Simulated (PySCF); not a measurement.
C5H13BSSi.
Cartesian coordinates in Å at the PBE0-D3(BJ)/def2-SVP level; atoms count from 1:
```
atom  x, y, z in Å
Si1    3.2290   -0.4184   -0.1698
S2     1.6636   -1.8276    0.2919
B3     0.1484   -1.0069   -0.2757
C4    -1.1808   -1.8474   -0.1908
C5    -2.4385   -0.9884   -0.0324
C6    -2.4448    0.2121   -0.9727
C7    -1.2499    1.1317   -0.7450
C8     0.0944    0.4204   -0.9378
H9     3.2510   -0.0839   -1.6243
H10    3.0897    0.8405    0.6205
H11    4.5051   -1.0939    0.2027
H12   -1.2239   -2.3695   -1.1702
H13   -1.1353   -2.6527    0.5596
H14   -3.3433   -1.5980   -0.1917
H15   -2.5017   -0.6224    1.0083
H16   -2.4438   -0.1411   -2.0210
H17   -3.3795    0.7821   -0.8440
H18   -1.3164    2.0096   -1.4087
H19   -1.3028    1.5285    0.2847
H20    0.2496    0.2223   -2.0197
H21    0.9284    1.0809   -0.6477
```

The closed-shell ground state was solved at several levels (PySCF, density fitting, gas phase, non-relativistic).

```json
{"level": "B3LYP/def2-SVPD", "basis functions": "275", "HOMO (eV)": "-7.45", "LUMO (eV)": "-0.94", "gap (eV)": "6.51", "dipole (D)": "1.33"}
{"level": "PBE0/pcSseg-1", "basis functions": "215", "HOMO (eV)": "-7.73", "LUMO (eV)": "-0.73", "gap (eV)": "7.00", "dipole (D)": "1.51"}
```

Q: What might HF/pcSseg-1 (215 basis functions) give for the same quantities?

A: HOMO -10.35 eV, LUMO 2.83 eV, gap 13.18 eV, dipole 1.73 D.

Q: Over all these levels, which gives the widest orbital gap and which the narrowest?

A: HF/pcSseg-1 (Hartree–Fock, all exact exchange) has the widest, 13.18 eV, and B3LYP/def2-SVPD (global hybrid, 20 % exact exchange) the narrowest, 6.51 eV. Functional and basis both differ between the two, so the spread mixes both effects. The HOMO need not be the same orbital at Hartree–Fock and at DFT levels.

Q: How far do the dipole and the HOMO energy spread over the levels?

A: The dipole runs from 1.33 to 1.73 D (mean 1.53 D) and the HOMO from -10.35 to -7.45 eV.

One conformer stands for the species.
